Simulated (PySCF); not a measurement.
Here is a computed PBE0-D3(BJ)/def2-SVP geometry (Å):
```
F 
C   1  1.3620
C   2  1.5342  1  116.00
Si  3  1.8559  2   65.96  1  -115.09
Br  4  2.2107  2  120.00  3   105.58
H   2  1.0990  1  111.62  3   134.43
H   3  1.0958  2  117.46  4  -117.59
H   3  1.0981  2  113.90  4   107.45
H   4  1.4787  2  121.23  3  -103.44
```
Z-matrix in Å and degrees, rows numbered from 1.

Charge 0, singlet.

(1) Which heavy atoms are bonded, and with what formal order?

(2) Write the SMILES.

(3) Name the point group.

(4) Which rings does it hold (smallest set)?

(5) Describe the place of each heavy atom.

(6) What is the arrangement about C2?

(7) What is the arrangement about Si4?

Results:

(1) F1–C2 (single); C2–C3 (single); C3–Si4 (single); Si4–Br5 (single); C2–Si4 (single). Hydrogens: H6 on C2; H7, H8 on C3; H9 on Si4.

(2) `F[C@@H]1C[Si@H]1Br`, C2H4BrFSi. Among its features: C–F bond, Si–H bond and C–Si bond.

(3) C1 (no symmetry element, even within 0.4 Å).

(4) C2–C3–Si4 (3 members).

(5) F1: alkyl fluorine; C2: sp3 C–F carbon; C3: sp3 carbon bound to silicon; Si4: SiH silicon; Br5: bromine bonded to Si.

(6) It has 4 neighbours (F1, C3, Si4, H6) and has angles from 65.3° to 122.0°.

(7) It has 4 neighbours (C3, Br5, C2, H9) and has angles from 48.7° to 121.2°.
